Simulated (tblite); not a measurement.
Species: C₅H₃FO₂.
Geometry (GFN2-xTB, Å), atoms numbered from 1 in this order:
```
atom  x, y, z in Å
O1     2.795    0.836    0.138
C2     2.071   -0.104   -0.072
C3     0.623   -0.059   -0.030
C4    -0.251    0.972    0.236
C5    -1.552    0.443    0.137
C6    -1.361   -0.871   -0.183
F7    -2.243   -1.830   -0.394
O8    -0.082   -1.199   -0.289
H9     2.464   -1.107   -0.320
H10    0.027    1.979    0.472
H11   -2.487    0.943    0.277
```

Computed values, GFN2-xTB/tblite, gas phase, harmonic and unscaled. The method is semi-empirical: single wavenumbers can be off by several per cent or more. One conformer, not necessarily the lowest.

Harmonic wavenumbers (cm⁻¹): 117.5, 166.0, 228.8, 310.8, 365.8, 493.8, 598.0, 618.9, 655.2, 735.6, 818.0, 851.7, 919.4, 965.2, 1002.2, 1035.3, 1156.2, 1226.9, 1273.5, 1356.6, 1389.4, 1487.5, 1589.3, 1738.4, 2799.0, 3193.4, 3205.3.

A = 6730, B = 1302, C = 1091 MHz; mass 114.012 u (most abundant isotopes); point group Cs, symmetry number 1.

Q: What is the zero-point energy?

A: Half the sum of the wavenumbers: 15149 cm⁻¹ = 181.22 kJ/mol.

Q: Entropy at 273.15 K, 1 bar (ideal gas, RRHO, classical rotation)?

A: Translation 166.10, rotation 115.68, vibration 48.67: S = 330.5 J/(mol K).

Q: And Cp and H(273.15 K) − H(0)?

A: Cp = 99.76 J/(mol K), of which vibrations give 66.50 (their classical limit is 27 R = 224.5); H(273.15 K) − H(0) = 17.13 kJ/mol without the zero-point energy, 8.04 from vibrations.

Q: What must be added to the electronic energy to get the Gibbs energy at 273.15 K and 1 bar?

A: ZPE + [H(273.15 K) − H(0)] − T·S = 181.22 + 17.13 − 90.26 = 108.09 kJ/mol.

Q: Blend soft modes into free rotors: weight 1/[1 + (100 cm⁻¹/ν̃)⁴] for the oscillator and the rest for a rotor with moment μB/(μ + B), μ = h/(8π²ν), B = 10⁻⁴⁴ kg m². What vibrational entropy results?

A: 48.19 J/(mol K) in place of 48.67, which changes −T·S at 273.15 K by +0.13 kJ/mol.

Hindered rotation and anharmonicity are outside this model. Other conformers, if any are populated, would add a mixing term that is left out.

Time: 0.25 s of wall time. Hardware: Arm Neoverse V1, one thread, shared host with 32 logical CPUs at a one-minute load of 14. The figure is for the frequency step alone.
